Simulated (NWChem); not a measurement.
System: CHF$_{2}$NOSi; SMILES O=C=N[SiH](F)F

Here is an NWChem input.

```
start job
memory heap 200 mb stack 900 mb global 1100 mb
geometry units angstroms noautoz
  Si    -0.000112     0.895821     0.382210
  F     -1.292258     1.523965    -0.332277
  F      1.290967     1.524575    -0.333681
  N      0.000108    -0.778534     0.135684
  C      0.000551    -1.961619    -0.067089
  O      0.000900    -3.108840    -0.254516
  H      0.000642     1.247016     1.808148
end
basis spherical
  * library def2-svp
end
dft
  xc xpbe96 cpbe96
  iterations 150
  mulliken
end
task dft energy
```

Structure relaxed at the PBE0/def2-SVP level.

What results follow from this input? (PBE/def2-SVP.) Quantities: energy (Ha); highest occupied level (eV); orbital gap (eV); dipole (D).

The energy (Ha) is -657.14 and the highest occupied level (eV) is -7.91. The orbital gap (eV) is 7.04 and the dipole (D) is 1.25.
